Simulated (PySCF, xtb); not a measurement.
CH₃Se, SMILES C[Se] (connectivity only; charge and spin as stated), charge -1, multiplicity 1.

Harmonic wavenumbers (cm⁻¹) from GFN2-xTB in xtb at its own minimum, in rising order: 579, 928, 928, 1296, 1469, 1469, 2990, 2991, 2992.

### Question
What does PySCF 2.14.0 with ωB97X-D3(BJ)/def2-TZVPD give at its own minimum? (An estimate is asked for; the answer gives what the named calculation found.)

### Answer
611, 880, 880, 1287, 1483, 1483, 3028, 3092, 3092. Paired by order, the mean absolute difference is 45 cm⁻¹ and the zero-point energies are 22.4 and 22.6 kcal/mol.
